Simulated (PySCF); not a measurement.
C₄H₁₂NSi (doublet state).
Cartesian coordinates in Å at the GFN2-xTB level; atoms count from 1:
```xyz
18
C4H12NSi angstrom
C     -0.5427   -0.4826    1.4336
C     -0.5929    0.0157    0.0426
C     -1.8835   -0.4331   -0.6521
N     -0.6229    1.4971    0.0788
C      0.6208   -0.4067   -0.7959
Si     2.3583   -0.0145   -0.1272
H     -1.4523   -0.5771    1.9984
H      0.3823   -0.4676    1.9782
H     -2.7532   -0.1305   -0.0721
H     -1.8987   -1.5149   -0.7554
H     -1.9502    0.0216   -1.6369
H      0.2015    1.8557    0.5476
H     -1.4406    1.8178    0.5870
H      0.5140    0.0692   -1.7730
H      0.5549   -1.4838   -0.9628
H      3.3133   -0.2824   -1.2043
H      2.4856    1.3878    0.2850
H      2.6973   -0.8654    1.0169
```

The hyperfine couplings belong to this conformer and change with its torsions.

Identity: `C([SiH3])[C@](N)([CH2])C` [radical].

The calculation used UKS B3LYP, pcH-1 on C H N Si, non-relativistic, mean-field spin-orbit, GIAO (PySCF). Geometry: GFN2-xTB, one conformer, isolated molecule. Couplings are sensitive to structure, and on GFN2-xTB geometries they can be far from those on DFT ones.

Q: Count the α and β electrons and give S(S+1).

A: Nα = 29, Nβ = 28 (57 in all), and S(S+1) = 0.75 for S = 1/2.

Mulliken spin populations, one withheld:

```csv
atom,bound to,population
C1,"C2, H7, H8",+1.0280
C2,"C1, C3, N4, C5",?
C3,"C2, H9, H10, H11",+0.0020
N4,"C2, H12, H13",+0.1244
C5,"C2, Si6, H14, H15",+0.0034
Si6,"C5, H16, H17, H18",-0.0010
H7,C1,-0.0434
H8,C1,-0.0415
H9,C3,-0.0004
H10,C3,+0.0008
H11,C3,-0.0004
H12,N4,-0.0028
H13,N4,-0.0021
H14,C5,+0.0003
H15,C5,+0.0007
H16,Si6,0.0000
H17,Si6,+0.0004
H18,Si6,0.0000
```

Q: What does C2 hold?

A: The populations add up to Nα − Nβ = 1, and the others sum to 1.0684, so C2 holds -0.069.

Q: Sum the populations by element and by sign.

A: Carbon +0.96, nitrogen +0.12, silicon 0.00, hydrogen -0.09. The positive populations sum to 1.16, the negative ones to -0.16.

Q: With ⟨S²⟩ = 0.7544, find the sum of squared α–β overlaps and estimate the admixture of higher spin.

A: For a single determinant ⟨S²⟩ = S(S+1) + Nβ − Σ|⟨iα|jβ⟩|², so the squared overlaps of occupied orbitals sum to 28 − 0.0044 = 27.9956. If the quartet state (S + 1) were the only admixture, its weight would be 0.0044/(2S + 2) = 0.15 %.

Q: What Fermi-contact NMR shifts do the couplings of C2, C3, N4, C5, Si6, H7/H8, H9/H10/H11 imply at 250 K (Curie law, g = gₑ)?

A: δ = a_FC·h·gₑ μB S(S+1)/(3 g_N μN kT), with k/h = 20836.6 MHz/K:

```csv
nuclei,isotope,a_FC (MHz),g_N,contact shift (ppm)
C2,13C,-27.30,1.4048,-3429
C3,13C,4.00,1.4048,+502
N4,14N,2.32,0.4038,+1013
C5,13C,6.40,1.4048,+804
Si6,29Si,1.06,-1.1106,-168
H7/H8,1H,-57.07,5.5857,-1803
H9/H10/H11,1H,1.32,5.5857,+42
```

The shifts go as 1/T: at 300 K they are 0.833 times these. Entries for several nuclei are means.

Nuclei that the bonding pattern makes equivalent are averaged, as if the motion that swaps them (rotation, inversion, ring flip) were fast.

The spin density at the nucleus, in bohr⁻³, is negative for C2 (-0.0243), H7/H8 (-0.0128) and H12/H13 (-0.0017), for instance. A restricted open-shell determinant has no negative spin density anywhere; here it arises because α and β orbitals differ (spin polarisation).

Hardware: one thread, AMD EPYC 9R45 (x86_64), shared host with 96 logical CPUs at a one-minute load of 40. Cost: 39 s (with the writing of density and orbital grids), 1.0 GiB resident at most.
